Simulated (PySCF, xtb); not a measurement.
FGe, SMILES [F][Ge] (connectivity only; charge and spin as stated), charge +1, multiplicity 1.

GFN2-xTB in xtb at its own geometry gives an orbital gap of 5.15 eV.

Geometry: PBE0-D3(BJ)/def2-TZVPD. The spin state was assumed, not searched.

### Question
What does PBE/def2-TZVPD in PySCF give? (An estimate is asked for; the answer gives what the named calculation found.)

### Answer
gap 5.71 eV (levels -16.50 and -10.78 eV).
